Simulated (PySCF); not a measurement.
Species: C3H6O2Si.
Bonds: O1–C2 (double), C2–C3, C3–O4, O4–C5, C5–Si6, C2–Si6. Hydrogens: H7, H8 on C3; H9, H10 on C5; H11, H12 on Si6.

A GFN2-xTB structure with every atom displaced at random (by about 0.01 Å) was refined with PBE0-D3(BJ)/def2-SVP geometry optimisation, gas phase in PySCF 2.14.0. Values at the start:

```csv
coordinate,start
O1=C2,1.222 Å
C2–C3,1.534 Å
C2–Si6,1.937 Å
C3–O4,1.423 Å
C3–H7,1.089 Å
C3–H8,1.063 Å
O4–C5,1.393 Å
C5–Si6,1.906 Å
C5–H9,1.113 Å
C5–H10,1.080 Å
Si6–H11,1.467 Å
O1–C2–C3,125.0°
O1–C2–Si6,128.8°
C2–C3–O4,108.6°
C2–Si6–C5,88.2°
C3–C2–Si6,106.1°
C3–O4–C5,113.0°
O4–C5–Si6,104.3°
O1–C2–C3–O4,164°
O1–C2–Si6–C5,172°
C3–O4–C5–Si6,-48°
O4–C5–Si6–C2,29°
```

Problem. How do these coordinates change at the PBE0-D3(BJ)/def2-SVP level?

Solution. 
```csv
coordinate,PBE0-D3(BJ)/def2-SVP (Å or °),change
C3–H8,1.101,+0.038
C5–H10,1.110,+0.030
O4–C5,1.422,+0.029
C3–O4,1.399,-0.024
C3–H7,1.113,+0.024
Si6–H11,1.491,+0.024
O1=C2,1.202,-0.020
C5–H9,1.098,-0.015
C2–Si6,1.951,+0.014
C2–C3,1.531,-0.003
C5–Si6,1.904,-0.002
O1–C2–Si6,131.4,+2.6
O4–C5–Si6,101.9,-2.4
C3–C2–Si6,104.6,-1.5
C2–C3–O4,109.9,+1.3
O1–C2–C3,124.0,-1.0
C3–O4–C5,112.0,-1.0
C2–Si6–C5,88.3,+0.1
O1–C2–Si6–C5,167,-5
O4–C5–Si6–C2,33,+4
C3–O4–C5–Si6,-52,-4
O1–C2–C3–O4,167,+3
```

The energy falls by 3.3 kcal/mol over 8 energy and gradient evaluations, the largest force component goes from 0.0373 to 1.4e-04 Eh/bohr, and the atoms move by 0.086 Å rms after alignment. The bond that changes most is C3–H8 (sp3 carbon bound to oxygen to methylene hydrogen), which lengthens by 0.038 Å. Bonds longer at the end by more than 0.005 Å: 7 of 12; shorter: 3. Rotational constants go from 4220, 3015, 1874 to 4209, 3013, 1883 MHz.

The run used 118 basis functions and 57 SCF cycles in all. Hardware: an Arm Neoverse V1 with one thread, shared host with 32 logical CPUs at a one-minute load of 28. Cost: 44 s, 0.52 GiB resident at most.

No PBE0-D3(BJ)/def2-SVP frequencies stand behind this structure, so it isn't proved a minimum. The numbers are those of one conformer.
